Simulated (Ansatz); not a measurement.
`C#CO[SiH2]Br` → `C#CO` + `[SiH]Br` at 600 K and 1 bar (silylene formation by 1,1-elimination).

Isolated molecules relaxed with PBE0-D4/def2-TZVP in Ansatz; ΔE leaves out vibrations. CBS: MP2 limit from def2 TZ/QZ plus the TZ coupled-cluster correction, frozen cores. This one scheme is used for every species. For Br outer-core shells are correlated without core-valence functions, which leaves a few kJ/mol of doubt a bond. Scalar relativity is left out up to krypton. Each species was taken in one conformer, which may not be the lowest.

| species | CCSD(T)/CBS energy (Eh) | H − E (kJ/mol) | S (J/(mol·K)) |
| --- | --- | --- | --- |
| `C#CO[SiH2]Br` | -3015.47100 | 165.2 | 435.4 |
| `C#CO` | -152.38380 | 116.0 | 292.0 |
| `[SiH]Br` | -2862.97869 | 44.0 | 294.9 |

H − E and S are ideal-gas, rigid-rotor, harmonic terms from PBE0-D4/def2-TZVP, for one conformer and one mirror image of each species. 1 Eh = 2625.50 kJ/mol, R = 8.31446 J/(mol·K).

By hand: ΔE, ΔH, ΔS and ΔG.

ΔE = (-152.38380) + (-2862.97869) − (-3015.47100) = 0.10851 Eh = 284.9 kJ/mol. Δ(H − E) = 116.0 + 44.0 − 165.2 = -5.2, so ΔH = 279.7 kJ/mol. ΔS = 292.0 + 294.9 − 435.4 = 151.5 J/(mol·K). ΔG = 279.7 − 600 × (151.5)/1000 = 188.8 kJ/mol.

By hand: the equilibrium constant, and the temperature at which ΔG would vanish if ΔH and ΔS stayed fixed.

log₁₀ K = −ΔG/(RT ln 10) = -16.4. ΔG = 0 at ΔH/ΔS = 1846 K.

The number of gas molecules changes by +1, which sets the sign of ΔS. A doubt of 5 kJ/mol in ΔE shifts log₁₀ K by 0.4 here. Other conformers and mirror images would add mixing entropy, several J/(mol·K) or more a flexible species. Modes under 60 cm⁻¹, often nearly free rotors, make the harmonic entropy too high. These are equilibria of isolated gas molecules and say nothing of rates. Largest T1 diagnostic: 0.013 (customary marks: 0.02 for closed shells, 0.045 for open ones).
